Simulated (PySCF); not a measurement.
Isomers C4H8N2Si2:

A. `[SiH2]1[C@H](N=C)[SiH2][C@@H]1C#N`
B. SMILES C=N[SiH2][SiH2]/C=C/C#N
C. `C[SiH2]C([SiH3])(C#N)C#N`
D. `[SiH2](C#C[SiH2]NC)C#N`

Spectrum 1. 1H NMR (400 MHz, computed): δ 8.71 (m, 1H), 8.70 (m, 1H), 7.11 (m, 1H), 5.97 (d, 1H), 5.36 (t, 2H), 4.28 (m, 2H). 13C{1H} NMR (computed): δ 173.9 (CH2), 159.0 (CH), 125.6 (CH), 122.7 (C).

Spectrum 2. 1H NMR (400 MHz, computed): δ 4.63 (q, 2H), 4.33 (s, 3H), 0.51 (t, 3H). 13C{1H} NMR (computed): δ 119.5 (C), -5.5 (C), -7.2 (CH3).

Spectrum 3. 1H NMR (400 MHz, computed): δ 7.38 (d, 1H), 6.78 (d, 1H), 5.11 (m, 2H), 5.07 (m, 2H), 4.07 (m, 1H), 1.78 (m, 1H). 13C{1H} NMR (computed): δ 149.0 (CH2), 123.6 (C), 58.6 (CH), -5.3 (CH).

Spectrum 4. 1H NMR (400 MHz, computed): δ 5.04 (s, 2H), 4.70 (s, 2H), 2.81 (s, 3H), -0.06 (br s, 1H). 13C{1H} NMR (computed): δ 124.2 (C), 121.5 (C), 104.3 (C), 31.8 (CH3).

- structure optimised with GFN2-xTB
- shieldings: GIAO PBE0/pcSseg-1
- code: PySCF 2.14.0 with density-fitted response routines
- one conformer, isolated molecule, non-relativistic Hamiltonian, averaged over atoms made equivalent by symmetry, fast rotation or ring inversion

Referencing at the same level of theory: 1H, 13C vs TMS. Where no couplings were computed, multiplicities follow the n + 1 count of equivalent neighbours, and m marks all less simple cases (inequivalent or close neighbours, rings, F or P nearby). Shifts are as computed. Against solution values, carbons near 30 ppm lie about +3 ppm off and those near 130 ppm about +5 ppm. Of 1309 compounds with measured shifts, 239 miss one by over three times the rms of a fit or turn the order of signals round; such compounds aren't used in these exercises. OH and NH positions are gas-phase values without hydrogen bonding to other molecules.

Task: Which spectrum belongs to which compound?

Result: 1–B, 2–C, 3–A, 4–D.

- Spectrum 1 (B): 4 13C signals; δC 159.0 is an alkene CH; δC 125.6 is an alkene CH.
- Spectrum 2 (C): 3 13C signals; δC 119.5 is a nitrile carbon; δC -5.5 is a fully substituted sp3 carbon bonded to 2 Si, α to a nitrile.
- Spectrum 3 (A): 4 13C signals; δC 123.6 is a nitrile carbon; δC 58.6 is an sp3 CH bonded to N and 2 Si.
- Spectrum 4 (D): 4 13C signals; δC 121.5 is a nitrile carbon; δC 104.3 is an alkyne carbon.
